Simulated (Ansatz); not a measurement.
Species: SF, charge 0, doublet. SF (SMILES [S]F, doublet).
B3LYP-D3(BJ)/def2-TZVP minimum from Ansatz (a program for electronic structure):
```
S
F 1 1.6093
```
Charge 0, spin multiplicity 2.

Quantity: atomisation energy (electronic, to ground-state atoms), in kcal/mol. Open shells are spin-unrestricted; no spin-orbit coupling. CBS(X,Y): correlation extrapolated as X^-3, Hartree-Fock from the larger set (Q,5: extrapolated as (X+1)exp(-9√X)). A bracket is a step between two methods taken in the basis named. The functionals are non-relativistic, so their misses hold any scalar relativity. '+ core + X2C': CCSD(T) terms for core correlation (cc-pwCVTZ, 1s frozen past Ne) and scalar relativity (cc-pVTZ-DK).

CCSD(T)/CBS(cc-pV(Q+d)Z,cc-pV(5+d)Z) + [CCSDT(Q) - CCSD(T)]/cc-pV(Q+d)Z + [CCSDTQ - CCSDT(Q)]/cc-pV(D+d)Z + core + X2C (Ansatz) gives 84.9 kcal/mol.

Problem. What does PBE/def2-TZVPD (Ansatz) give here, and how do the other levels compare?

Solution. PBE gives 94.8 kcal/mol, 9.9 kcal/mol above it. Differences of the others: r2SCAN/def2-TZVPD (Ansatz) 1.6; B3LYP/def2-TZVPD (Ansatz) 0.3; PBE0/def2-TZVPD (Ansatz) -0.5; CCSD(T)/CBS(cc-pV(Q+d)Z,cc-pV(5+d)Z) + core + X2C (Ansatz) -0.1 kcal/mol. Nearer than PBE: r2SCAN/def2-TZVPD, B3LYP/def2-TZVPD, PBE0/def2-TZVPD, CCSD(T)/CBS(cc-pV(Q+d)Z,cc-pV(5+d)Z) + core + X2C.
